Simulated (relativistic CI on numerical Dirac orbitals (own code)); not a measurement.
## Magnetism of Co²⁺, 3d7, in a crystal field

Calculated by Dirac-Coulomb-Breit CI, separate exchange-only KLI orbitals for each configuration, model QED (radiative potential, 1s self-energy scaled to tabulated hydrogen-like ionisation energies), valence Slater integrals scaled by 0.75, one configuration in a parametric crystal field (own radial code).

Field parameters in Wybourne normalisation: D3d B²₀ = −7Dσ, B⁴₀ = −14Dq − 21Dτ, B⁴₃ = −14√(10/7) Dq; D4h B²₀ = −7Ds, B⁴₀ = 21(Dq − Dt), B⁴₄ = 21√(5/14) Dq; Oh B⁴₀ = 21Dq, B⁴₄ = √(5/14) B⁴₀; Td as Oh with Dq negative (B⁴₀ = 21Dq, B⁴₄ = √(5/14) B⁴₀). The field is a parameter set, without covalency.

S is read from ⟨S²⟩ = S(S + 1).

Powder χT (cm³ K mol⁻¹) by Van Vleck's formula, with temperature-independent terms:

```tsv
Field	2 K	5 K	10 K	20 K	50 K	100 K	200 K	300 K
D3d, 10Dq = 6350, Dσ = -80, Dτ = 400 cm⁻¹	2.83	2.84	2.87	2.92	3.08	3.28	3.42	3.41
D3d, 10Dq = 13950, Dσ = -870, Dτ = 210 cm⁻¹	2.01	2.04	2.09	2.19	2.48	2.9	3.28	3.34
D3d, 10Dq = 23550, Dσ = 390, Dτ = 10 cm⁻¹	0.162	0.219	0.297	0.368	0.41	0.425	0.443	0.459
D4h, 10Dq = 23150, Ds = 2140, Dt = 430 cm⁻¹	0.424	0.424	0.425	0.427	0.432	0.44	0.457	0.473
D4h, 10Dq = 24700, Ds = 770, Dt = 1030 cm⁻¹	0.435	0.435	0.436	0.438	0.444	0.453	0.471	0.489
Oh, 10Dq = 20100 cm⁻¹	0.433	0.434	0.435	0.437	0.442	0.452	0.472	0.492
Oh, 10Dq = 25150 cm⁻¹	0.41	0.411	0.411	0.413	0.417	0.424	0.439	0.453
Td, 10Dq = -11500 cm⁻¹	2.1	2.11	2.11	2.11	2.11	2.12	2.14	2.16
```

Q: For Td, 10Dq = -11500 cm⁻¹: what effective moment follows at 300 K?

A: μ_eff = √(8χT) = 4.15 μB. The ground level has S = 1.50; the spin-only moment for S = 3/2 is 3.88 μB. The difference comes from the orbital moment, spin-orbit mixing of terms and temperature-independent paramagnetism, all larger in this ionic model than in covalent complexes.
